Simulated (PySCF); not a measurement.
GaH2, SMILES [GaH2-] (connectivity only; charge and spin as stated), charge -1, multiplicity 1.

Geometry optimised at PBE0-D3(BJ)/def2-TZVPD.

Two levels are set side by side: PBE/def2-TZVPD (PySCF) and B3LYP/def2-TZVPD (PySCF). Same geometry, gas phase. Differences are taken from unrounded values.

| quantity | PBE |
|---|---|
| orbital gap (eV) | 1.66 |
| highest occupied level (eV) | 1.32 |
| lowest empty level (eV) | 2.97 |
| mean polarisability (bohr³) | 93.3 |

Q: These are the PBE values. What does B3LYP give? (The exact figures need the calculation; the answer reports its results.)

A: 
```json
[
 {"quantity": "orbital gap (eV)", "B3LYP": "2.88", "PBE minus B3LYP": "-1.22"},
 {"quantity": "highest occupied level (eV)", "B3LYP": "0.63", "PBE minus B3LYP": "0.69"},
 {"quantity": "lowest empty level (eV)", "B3LYP": "3.50", "PBE minus B3LYP": "-0.53"},
 {"quantity": "mean polarisability (bohr³)", "B3LYP": "87.9", "PBE minus B3LYP": "5.4"}
]
```

Without exact exchange PBE keeps part of each electron's self-repulsion, which lifts occupied levels and narrows the gap. PBE's more diffuse valence density responds more strongly to a field. Differences between two approximate levels are no errors against the true value.

Rough cost on one machine, each run with all the roots and properties that it gave: B3LYP against PBE within a factor of 2.
